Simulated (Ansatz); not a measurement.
CH$_{4}$AlFOSi, relaxed with RKS PBE-D4/def2-SVP in the Gaussian-basis code of Ansatz from a rough embedded geometry. The force threshold is 0.03 eV/Å; the program also tests the step.

Charge 0, multiplicity 1.

Start:

```xyz
9

F    -0.468   -2.256   -2.245
Al   -0.737   -1.209   -0.790
C    -0.190    0.665   -0.561
Si    0.402    0.332    1.066
O    -0.169   -1.345    0.968
H     0.618    1.014   -1.245
H    -1.042    1.431   -0.550
H     1.866    0.322    1.165
H    -0.280    1.047    2.192
```

| step | energy (eV) | largest force (eV/Å) | largest move (Å) |
| --- | --- | --- | --- |
| 1 | -20320.6392 | 3.965 | 0.000 |
| 2 | -20321.3569 | 2.121 | 0.198 |
| 3 | -20321.5471 | 1.842 | 0.113 |
| 4 | -20321.6975 | 0.513 | 0.200 |
| 5 | -20321.7051 | 0.281 | 0.128 |
| 6 | -20321.7107 | 0.120 | 0.055 |
| 7 | -20321.7115 | 0.022 | 0.011 |

End:

```xyz
9

F    -0.969   -2.303   -1.930
Al   -0.441   -1.163   -0.834
C    -0.122    0.775   -0.672
Si    0.399    0.232    1.087
O     0.083   -1.433    0.817
H     0.681    1.200   -1.308
H    -1.012    1.433   -0.737
H     1.851    0.473    1.397
H    -0.471    0.787    2.180
```

Run time 6 s (4 threads of an Intel Xeon 6975P-C on a shared host); peak host memory 0.2 GiB.
